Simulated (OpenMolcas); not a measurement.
# Ar2+: effect of correlating more closed shells

| Quantity | Value |
| --- | --- |
| Program | OpenMolcas |
| Basis | ANO-RCC-VTZP [5s4p2d1f] |
| Scalar Hamiltonian | DKH2, point nucleus |
| Active space | 4 electrons in 3 orbitals (3p) |
| State averaging | 2S+1 = 3 even, 3 roots; 2S+1 = 1 even, 6 roots |
| Spin-orbit coupling | state interaction with AMFI integrals over the reference wave functions, term energies averaged over their components |

Methods on the same reference wave functions:
A. CASSCF
B. SS-CASPT2, IPEA 0.25 Eh, imaginary shift 0.1 Eh (closed shells correlated: 3s)
C. SS-CASPT2, IPEA 0.25 Eh, imaginary shift 0.1 Eh (closed shells correlated: 2s 2p 3s)

Energies in cm⁻¹ above 3s² 3p⁴ ³P₂, the measured ground level; measured values from Saloman, J. Phys. Chem. Ref. Data 39, 033101 (2010).

```csv
Level,A,B,C,Measured
3s² 3p⁴ ³P₂,0.0,0.0,0.0,0.0
3s² 3p⁴ ³P₁,1028,1033,1033,1112
3s² 3p⁴ ³P₀,1478,1473,1473,1570
3s² 3p⁴ ¹D₂,17008,14660,14570,14010
3s² 3p⁴ ¹S₀,41591,35450,35270,33266
```

Deviations, from unrounded energies. A percentage is the sum of absolute deviations over the sum of measured energies, with the sign that they share, or ± where signs differ.

| Against measurement | Levels | A | B | C |
| --- | --- | --- | --- | --- |
| mean absolute deviation (cm-1) | 4 | 2900 | 750 | 690 |
| fine structure of the ground term (%) | 2 | -6.6 | -6.6 | -6.6 |
| other terms of the ground configuration (%) | 2 | +24.0 | +6.0 | +5.4 |

C lies closest to measurement on these levels and A furthest from it. The largest miss of C in the table is 3s² 3p⁴ ¹S₀, by +2000 cm-1. The ranking rests on the paired levels alone, and a cruder setting can come out closer through cancelling errors.

Between B and C the level of the table that moves most is 3s² 3p⁴ ¹S₀, by 180 cm-1 (lowest in C, highest in B). Moves below CASPT2's spread within the term are not significant.

The mean deviations of B to C differ by less than CASPT2's widest spread within a term (130 cm-1), so their order carries little weight.

From A to B the spin-free energies of the other terms of 3s² 3p⁴ shown, above ³P, scale by factors of 0.85 to 0.86.

The lowest spin-free term lies below A's lowest term by 0.145 hartree in B, 0.177 hartree in C.

What an inner shell adds also hangs on whether the basis holds functions to correlate it.

Term energies are means over components that CASPT2 splits; among the terms shown or strongly mixed into the levels shown the widest spread is 130 cm-1 (3s² 3p⁴ ¹D, C). With the s shell closed, the reference lacks s² → p² mixing. Measured partners are found by configuration, term and J. A level has none where our copy of the source lacks it or the pairing is in doubt (some pairs that miss far off the trend of their configuration count as doubtful), and it then counts in no deviation. Levels of configurations outside the active space are missing.
